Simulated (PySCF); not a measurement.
Correlation energy of O⁺ (oxygen, charge +1)

[He] 2s1 2p4, high-spin 4P determinant (an excited configuration). All numbers are calculated (PySCF 2.14, the spin-free X2C one-electron Hamiltonian (Gaussian nucleus), in aug-cc-pCVTZ-DK (7s6p4d2f, 59 functions)). Frozen: 1s2; 5 electrons correlated.

```csv
level,correlation energy (mhartree)
CCSD,-116.60
(T),-2.32
CCSD(T),-118.92
```

Diagnostics: T1 = 0.0067, D1 = 0.0145, largest double amplitude 0.055.

Is a single reference adequate?

Yes: T1 lies below 0.03 and no double amplitude reaches 0.07.
